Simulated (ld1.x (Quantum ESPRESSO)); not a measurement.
The numbers below are computed, except where a source is named.
# Potentials for Hf (Z = 72) compared

Generated with ld1.x 7.5 (TM, RRKJ, ultrasoft, PAW), atompaw 4.2 or ONCVPSP 4.0.1. The cutoff is in Ry: for ld1.x and atompaw files where the sum of valence levels is converged to 10 mRy in a Bessel basis, for ONCV files where the hardest occupied wave has 1 mHa per electron of residual kinetic energy. The error is the largest all-electron minus pseudo excitation energy over each file’s own four to seven test configurations (ionisations up to +4, promotions, holes and added fractions of an electron), all of which were solved. The labels leave out finer settings (local radius, basis sizes, second energies), which also bear on the numbers. Spin-polarised tests are not counted. The rows are a selection from randomly drawn settings: files with unsolved tests, undetermined cutoffs or missed reference levels are left out.

| potential | cutoff (Ry) | largest error (meV) | bound ghosts |
| --- | --- | --- | --- |
| TM, PBE, scalar-relativistic, rc 3.15/3.15/1.90 (spd), local s, core correction no, reference 5d2 6s1.5 6p0.5 | 25 | +122 | none |
| TM, LDA (PZ), fully relativistic, rc 2.25/3.15/1.80 (spd), local s, core correction yes, reference 5d2 6s2 6p0 | 25 | -293 | none |

(1) Fill in the row for Hf: RRKJ, PBE, scalar-relativistic, rc 1.75/1.80/1.90 (spd), local s, core correction no, reference 5s2 5p6 5d2 6s0 6p0.

(2) Fill in the row for Hf: TM semilocal, LDA (PZ), scalar-relativistic, rc 2.25/2.30/2.90 (spd), local s, core correction yes, reference 5p6 5d2 6s1 6p0.

(3) Fill in the row for Hf: RRKJ, revPBE, scalar-relativistic, rc 2.60/3.00/1.90 (spd), local s, core correction yes, reference 5d2 6s2 6p0.

Results:

(1) cutoff 50 Ry, largest error +3248 meV, bound ghosts: none.

(2) cutoff 25 Ry, largest error -312 meV, bound ghosts: none.

(3) cutoff 21 Ry, largest error -293 meV, bound ghosts: none.
